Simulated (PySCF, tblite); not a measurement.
Compound: C₄H₇N₃O₂Si.
Numbering: `[CH2:1]=[CH:2][c:3]1[n:4][c:5]([O:6][SiH2:7][NH2:8])[n:9][o:10]1` (hydrogens: H11, H12 on C1; H13 on C2; H14, H15 on Si7; H16, H17 on N8)

Cartesian coordinates in Å at the GFN2-xTB level; atoms count from 1:
```xyz
17
C4H7N3O2Si angstrom
C     -3.8807    0.0428    0.3926
C     -2.9655   -0.8683    0.0840
C     -1.5680   -0.5389   -0.0416
N     -0.9988    0.6232    0.1139
C      0.3174    0.3552   -0.1111
O      1.2247    1.2735   -0.0380
Si     2.8503    1.1151   -0.3139
N      3.3874   -0.3027    0.4856
N      0.5433   -0.9082   -0.3932
O     -0.6857   -1.4999   -0.3498
H     -4.9223   -0.2110    0.4858
H     -3.5948    1.0674    0.5564
H     -3.2062   -1.9071   -0.0884
H      3.3270    2.2941    0.3904
H      3.0236    1.1642   -1.7689
H      4.3552   -0.5745    0.4458
H      2.7862   -1.1130    0.4394
```

Method used: PBE0/pcSseg-1 in PySCF (dipole) on a GFN2-xTB geometry, gas phase.

Masses are those of the commonest isotopes; rigid-rotor values at the optimised geometry. The values belong to one conformer with, in the numbering `[CH2:1]=[CH:2][c:3]1[n:4][c:5]([O:6][SiH2:7][NH2:8])[n:9][o:10]1`, C1–C2–C3–N4 0°, N4–C5–O6–Si7 -179°, C5–O6–Si7–N8 -45°, O6–Si7–N8–H 180° and 41°.

Give the principal moments of inertia and the rotational constants in MHz.

Ia = 127.30, Ib = 888.29, Ic = 985.21 u·Å²; 505379 MHz·u·Å²/I gives A = 3970, B = 568.9, C = 513.0 MHz.

Classify the top.

A near-prolate asymmetric top: κ = (2 × 568.9 − 3970 − 513.0)/(3970 − 513.0) = -0.97.

Is it planar, by Δ = Ic − Ia − Ib?

Not planar: Δ = Ic − Ia − Ib = -30.37 u·Å². For a rigid frame Δ = −2 Σ m c², so Σ m c² = 15.19 u·Å² lies off the ab plane: 4.16 from hydrogen and 11.03 from heavier atoms. The atom farthest from that plane is 1.65 Å away.

Give the other two planar moments, Paa and Pbb, and the rms extents of the mass along the axes.

Paa = Σ m a² = (Ib + Ic − Ia)/2 = 873.10 and Pbb = Σ m b² = (Ia + Ic − Ib)/2 = 112.11 u·Å². With the mass M = 157.03 u, the rms extents √(P/M) along a, b and c are 2.36, 0.84, 0.31 Å.

Which lines would a microwave search look for?

The dipole components are |μa| = 0.65 D, |μb| = 0.89 D, |μc| = 0.22 D. The squared components, which scale the intensities, stand as 0.52 : 1.00 : 0.06 (a : b : c). Some lines, for components of 0.1 D or more:

```
type  branch         J(Ka,Kc)    MHz  lower level (cm⁻¹)
   a       Q  3(1,2) ← 3(1,3)    336               0.325
   a       R  2(1,1) ← 1(1,0)   2220               0.151
   a       R  3(2,2) ← 2(2,1)   3246               0.566
   a       R  3(1,2) ← 2(1,1)   3329               0.225
   b       Q  1(1,0) ← 1(0,1)   3457               0.036
   b       Q  2(1,1) ← 2(0,2)   3514               0.108
   b       R  1(1,1) ← 0(0,0)   4483               0.000
   b       Q  3(2,1) ← 3(1,2)  10123               0.336
   c       Q  2(2,1) ← 2(1,1)  10203               0.225
   b       Q  2(2,0) ← 2(1,1)  10204               0.225
   b       Q  3(2,2) ← 3(1,3)  10456               0.325
   c       R  2(2,1) ← 1(1,1)  12479               0.150
   b       R  2(2,0) ← 1(1,1)  12480               0.150
   b       R  3(2,2) ← 2(1,1)  13449               0.225
   b       Q  3(3,0) ← 3(2,1)  17143               0.674
```

Its GFN2-xTB frequencies are all real (lowest 34 cm⁻¹). Constants of a rigid frame at the computed geometry: no zero-point averaging, no centrifugal distortion. A rigid rotor knows nothing of inversion at nitrogen, which can split or shift real lines. Quadrupole hyperfine structure (14N) is left out.
